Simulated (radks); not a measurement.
Values are calculated unless marked as measured or tabulated.
Question: The bromine ion Br2+, [Ar] 3d10 4s2 4p3. Level of theory: non-relativistic Kohn-Sham, r2SCAN, spin-polarised, spherical densities, point nucleus; meta-GGA in the generalised Kohn-Sham scheme (a radial shooting solver on a logarithmic mesh with Libxc functionals). Every spin shell is full or empty, so the densities are truly spherical. Functionals are evaluated on that one density, not self-consistently. Rank these exchange functionals by their error against the exact value of the orbitals, and give that value: LDA, B88, PBE, RPBE, PW91, OPTX, WC, SOGGA, B86b, APBE, r2SCAN, MS2, TASK, MVS.

Answer: Exact: -89.0369 hartree. From best to worst, with 100 (|E| - |E exact|)/|E exact| (equal figures are ties): r2SCAN +0.01, PW91 +0.05, MVS +0.07, B88 +0.09, B86b +0.10, RPBE -0.12, PBE -0.39, MS2 -0.39, APBE +0.46, OPTX +0.90, WC -0.96, TASK -2.43, SOGGA -2.54, LDA -5.59.
